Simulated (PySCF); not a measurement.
## Spectroscopy problems

Calculated, not measured (PySCF 2.14): geometry: GFN2-xTB, J: B3LYP/pcJ-1, σ from GIAO-PBE0/pcSseg-1. Rapidly exchanging positions averaged, no relativistic terms, single conformer, isolated molecule.

References, each an isolated molecule treated in the same way: TMS for ¹H (σref 31.72), ¹³C (σref 186.93). Multiplet labels drop J under 1 Hz and among equivalent protons, and merge close values. Unscaled 3J(H,H) run several per cent high. Where no couplings were computed, multiplicities follow the n + 1 count of equivalent neighbours, and m marks all less simple cases (inequivalent or close neighbours, rings, F or P nearby). Shifts are as computed. Against solution values, carbons near 30 ppm lie about +3 ppm off and those near 130 ppm about +5 ppm. Of 1211 compounds with measured shifts, 218 miss one by over three times the rms of a fit or turn the order of signals round; such compounds aren't used in these exercises.

Task: C₄H₄O. ¹H NMR (400 MHz, computed): δ 2.70 (s, 1H), 2.37 (s, 3H). ¹³C{¹H} NMR (computed): δ 187.6 (C), 86.1 (CH), 84.4 (C), 36.7 (CH3). Identify the compound.

Result: 3-butyn-2-one (SMILES C#CC(C)=O). Rings plus π bonds: 3 (no ring in the answer). 4 carbon signals for 4 carbons: no two carbons are equivalent. Carbon types of the structure: 2 × C, 1 × CH, 1 × CH3, which accounts for all hydrogens. δC 187.6: carbonyl carbon of an ynone. δC 86.1: terminal alkyne carbon; the triple bond shields along its axis, which puts it between sp3 and sp2 carbons. δC 84.4: alkyne carbon; sp carbons lie upfield of alkene carbons because the cylindrical π system leaves one tensor component strongly shielded. δH 2.37: hydrogen on a methyl carbon α to a carbonyl; α to C=O.

The shifts were computed for this structure.

Task: C₇H₈N₂O. ¹H NMR (600 MHz, computed): δ 8.33 (d, 1H), 7.58 (d, 1H), 3.10 (s, 3H), 3.04 (s, 3H). ¹³C{¹H} NMR (computed): δ 205.1 (C), 165.5 (C), 158.1 (C), 130.5 (CH), 129.9 (CH), 30.1 (CH3), 25.5 (CH3). Give a structure.

Result: `InChI=1S/C7H8N2O/c1-5-3-4-7(6(2)10)9-8-5/h3-4H,1-2H3`. Rings plus π bonds: 5 (1 ring in the answer). 7 carbon signals for 7 carbons: no two carbons are equivalent. Carbon types of the structure: 3 × C, 2 × CH, 2 × CH3, which accounts for all hydrogens. δC 205.1: ketone carbonyl carbon; low-lying n→π* states of the double bond to the heteroatom give a large paramagnetic term (-266 ppm). δC 165.5, 158.1: substituted aromatic carbon next to a ring nitrogen. δC 130.5, 129.9: aromatic CH; the aromatic region. δC 30.1: methyl carbon α to a carbonyl; the adjacent C=O deshields it moderately.

The shifts were computed for this structure.
